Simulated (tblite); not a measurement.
C₄H₆B₂OS.
Cartesian coordinates in Å at the GFN2-xTB level; atoms count from 1:
```
atom  x, y, z in Å
B1     3.0153    0.5395    0.8794
O2     2.1252   -0.1164    0.2062
B3     1.1920   -0.7527   -0.4459
C4    -0.3048   -0.4565   -0.1431
C5    -0.8426    0.4271    0.7586
C6    -2.2498    0.4463    0.7785
C7    -2.7889   -0.4283   -0.1131
S8    -1.5845   -1.2823   -0.9849
H9     3.4157    0.0996    1.8995
H10    3.4194    1.5684    0.4632
H11    1.4902   -1.5516   -1.2615
H12   -0.2300    1.0479    1.3903
H13   -2.8335    1.0798    1.4228
H14   -3.8245   -0.6214   -0.3120
```

Computed values, GFN2-xTB/tblite, gas phase, harmonic and unscaled. Errors from tens to a few hundred cm⁻¹ against measured bands are possible. Modes of hydrogen on boron can be 10 to 20 % off. One conformer, not necessarily the lowest.

Harmonic wavenumbers (cm⁻¹): 56.3, 83.2, 159.5, 199.0, 203.0, 346.8, 377.7, 457.1, 546.0, 556.4, 731.6, 744.5, 747.3, 769.3, 823.5, 852.0, 856.3, 882.3, 948.1, 979.0, 996.0, 1075.8, 1092.4, 1168.5, 1188.6, 1255.4, 1335.7, 1426.6, 1529.7, 1611.4, 2530.1, 2536.2, 2546.1, 3111.6, 3125.5, 3160.9.

A = 4512, B = 1040, C = 851.4 MHz; mass 124.033 u (most abundant isotopes); point group Cs, symmetry number 1.

Question: What is the zero-point energy?

Answer: ½Σν̃ = 20505 cm⁻¹ = 245.29 kJ/mol.

Question: What is S at 350 K and 1 bar for an ideal gas of classical rigid rotors and harmonic oscillators?

Answer: Translation 172.31, rotation 122.40, vibration 108.07: S = 402.8 J/(mol K).

Question: And Cp and H(350 K) − H(0)?

Answer: Cp = 152.59 J/(mol K), of which vibrations give 119.33 (their classical limit is 36 R = 299.3); H(350 K) − H(0) = 31.95 kJ/mol without the zero-point energy, 20.31 from vibrations.

Question: How do the functions run with temperature in this model?

Answer: 
| T (K) | S (J/(mol K)) | Cp (J/(mol K)) | H − H(0) (kJ/mol) | G − H(0) (kJ/mol) | ln q(vib) |
| --- | --- | --- | --- | --- | --- |
| 100 | 278.2 | 66.1 | 4.85 | -22.96 | 1.18 |
| 200 | 333.7 | 98.7 | 13.05 | -53.69 | 3.08 |
| 300 | 380.6 | 135.3 | 24.75 | -89.44 | 5.03 |
| 500 | 464.7 | 195.0 | 58.20 | -174.17 | 9.02 |
| 800 | 568.8 | 246.1 | 125.20 | -329.82 | 14.83 |
| 1000 | 626.0 | 266.7 | 176.60 | -449.44 | 18.41 |

q(vib) and H(0) count from the zero-point level.

Question: Blend soft modes into free rotors: weight 1/[1 + (100 cm⁻¹/ν̃)⁴] for the oscillator and the rest for a rotor with moment μB/(μ + B), μ = h/(8π²ν), B = 10⁻⁴⁴ kg m². What vibrational entropy results?

Answer: 100.24 J/(mol K) in place of 108.07, which changes −T·S at 350 K by +2.74 kJ/mol.

Question: What must be added to the electronic energy to get the Gibbs energy at 350 K and 1 bar?

Answer: ZPE + [H(350 K) − H(0)] − T·S = 245.29 + 31.95 − 140.97 = 136.27 kJ/mol.

Question: Which modes carry the vibrational entropy at 350 K?

Answer: 56.3 cm⁻¹: 20.50; 83.2 cm⁻¹: 17.28; 159.5 cm⁻¹: 11.97; 199.0 cm⁻¹: 10.21; 203.0 cm⁻¹: 10.06; 346.8 cm⁻¹: 6.04 J/(mol K); the other 30 give 32.01 together.

Hindered rotation and anharmonicity are outside this model. Other conformers, if any are populated, would add a mixing term that is left out.

Hardware: one thread, Arm Neoverse V2 (aarch64), shared host with 32 logical CPUs at a one-minute load of 13. Cost: 0.34 s wall. The figure is for the frequency step alone.
